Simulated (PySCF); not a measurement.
**A run with a changed setting**

The sound run of [ReO2F2]+ (singlet) uses PySCF 2.14.0, RKS TPSS, Re def2-SVP with ECP60, O def2-SVP, F def2-SVP; non-relativistic Hamiltonian with scalar-relativistic core potentials where named; density fitting; no spin-orbit coupling, grid (50, 194), threshold 1e-8 and 55 cycles at the relaxed geometry. This run, with dm0 from free metal ions and neutral atoms, differs:

```python
mol = gto.M(atom='''
Re     0.00000    -0.00000    -0.04507
O      0.94056     0.94056     0.97606
O     -0.94056    -0.94056     0.97606
F      1.09911    -1.09911    -0.98464
F     -1.09911     1.09911    -0.98464''',
    basis={'Re': 'def2-SVP', 'O': 'def2-SVP', 'F': 'def2-SVP'},
    ecp={'Re': 'def2-SVP'},
    charge=5, spin=0)
mf = dft.RKS(mol, xc='TPSS')
mf.grids.atom_grid = (50, 194)
mf = mf.density_fit()  # fitting sets: Re def2-universal-JKFIT, O def2-universal-JKFIT, F def2-universal-JKFIT
mf.conv_tol = 1e-08; mf.max_cycle = 79
mf.kernel(dm0)
```

**Question.** What was changed, and how did it end?

**Answer.** The charge was changed. The SCF did not converge. The cycle limit differs too. These settings are unsound on purpose: the numbers aren't the compound's.
```
init E= -401.097174733054
cycle= 1 E= -418.459337377221  delta_E= -17.4  |g|= 4.48  |ddm|=  4.2
cycle= 2 E= -389.103388390705  delta_E= 29.4  |g|= 8.25  |ddm|= 10.7
cycle= 3 E= -413.376778294106  delta_E= -24.3  |g|= 5.27  |ddm|= 9.24
cycle= 4 E= -416.602389800439  delta_E= -3.23  |g|= 4.83  |ddm|= 5.82
cycle= 5 E= -422.335967649556  delta_E= -5.73  |g|= 1.82  |ddm|= 3.76
...
cycle= 76 E= -421.137264632128  delta_E= -0.89  |g|= 2.97  |ddm|= 0.96
cycle= 77 E= -420.641561529926  delta_E= 0.496  |g|= 3.15  |ddm|= 0.442
cycle= 78 E= -422.796257380186  delta_E= -2.15  |g|= 1.33  |ddm|= 2.68
cycle= 79 E= -421.176149675231  delta_E= 1.62  |g|= 2.93  |ddm|= 2.86
SCF not converged.
```

Run from Python with OMP_NUM_THREADS=2; the lines above give its settings.
It took 34 s on 2 threads of Intel(R) Xeon(R) Processor @ 2.50GHz (Skylake/Cascade Lake) (shared host).

No frequency check is given that shows the relaxed geometry to be a minimum.
